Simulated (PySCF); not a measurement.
A calculated (B3LYP, PySCF 2.14, def2-TZVP, no relativity, point nucleus) atom or ion has these occupied shells.

| shell | electrons | orbital energy (eV) | rms radius, mean of both spins (bohr) |
| --- | --- | --- | --- |
| 1s α | 1 | -4875.4 | 0.0812 |
| 1s β | 1 | -4875.3 | 0.0812 |
| 2s α | 1 | -549.15 | 0.355 |
| 2s β | 1 | -548.50 | 0.355 |
| 2p α | 3 | -459.68 | 0.322 |
| 2p β | 3 | -459.13 | 0.322 |
| 3s α | 1 | -73.281 | 1.09 |
| 3s β | 1 | -71.153 | 1.09 |
| 3p α | 3 | -49.124 | 1.18 |
| 3p β | 3 | -46.915 | 1.18 |
| 3d α | 2 | -14.128 | 1.68 |
| 4s α | 1 | -11.353 | 3.39 |

Q: Name the element and its charge.

A: Ti⁺ (titanium, charge +1), in [Ar] 3d2 4s1, high-spin 4F determinant.
